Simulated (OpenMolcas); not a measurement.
## Mo4+: the spin-orbit constant, Racah parameters, worked from levels

```
Program             : OpenMolcas 26.06
Basis               : ANO-RCC-VQZP [8s7p5d3f2g1h]
Scalar Hamiltonian  : DKH2, point nucleus
Active space        : 8 electrons in 8 orbitals (RAS1 4p, at most 2 holes; RAS2 4d)
State averaging     : 2S+1 = 3 even, 10 roots; 2S+1 = 1 even, 15 roots
Spin-orbit coupling : RASSI with atomic mean-field integrals over the reference wave functions, term energies averaged over their components
```

Methods: RASSCF; SS-RASPT2, IPEA 0.25 Eh, imaginary shift 0.1 Eh (closed shells correlated: 4s). Measured levels: Sugar and Musgrove, J. Phys. Chem. Ref. Data 17, 155 (1988).

**The spin-orbit constant.** For the Hund term 3F of d2, E(J) = (A/2) J(J+1) + constant and ζ = 2S·A = 2A. From J = 2 to J = 4 the energy changes by 7 A.

```
   Source  E(4) - E(2)      A    ζ
   RASSCF       3376.0  482.3  965
SS-RASPT2       3394.7  485.0  970
 measured       3357.3  479.6  959
```

All in cm-1. SS-RASPT2 is off by +1.1 % and RASSCF by +0.6 %. Both methods take the spin-orbit matrix elements from the reference wave functions, so the second can move ζ only through the term energies and any multistate remixing. Second-order mixing with other terms is absorbed into this ζ.

**Racah parameters.** Above 3F, d2 has 3P at 15B, 1G at 12B + 2C and 1D at 5B + 2C. The first two fix B and C, and the third tests them; where it misses by thousands of cm-1, two parameters do not describe the configuration (Trees and configuration-interaction terms are left out) and B and C hang on the terms chosen. Term energies are centres of gravity, weighted by 2J + 1.

```
   Source     3P     1G    B     C   C/B  1D from B, C  1D found
   RASSCF  12769  18080  851  3932  4.62         12119     10106
SS-RASPT2  11095  14568  740  2846  3.85          9392      8163
 measured  10660  14389  711  2930  4.12          9415      8225
```

Energies in cm-1. From RASSCF to SS-RASPT2, B changes by -13.0 % and C by -27.6 %. Against the measured terms, SS-RASPT2 has B off by +4.1 % and C by -2.9 %.

CASPT2 breaks the degeneracy within a term, and the mean is taken; among the terms shown or strongly mixed into the levels shown the widest spread is 500 cm-1 (4d2 1G, SS-RASPT2). Active for correlation alone: 4p; no level in the range computed is led by a configuration that opens it, so any true level of that kind is missing. Without dynamic correlation excited terms often stand tens of per cent too high (terms of higher spin than the ground term too low), and those without a measured partner can miss by more than the paired ones (holds for RASSCF). Computed and measured levels are paired by configuration, term and J; levels that our copy of the source lacks, or whose pairing is in doubt (as where it misses far off the trend of its configuration), stay unpaired and out of the deviations. Only configurations of the active space appear.
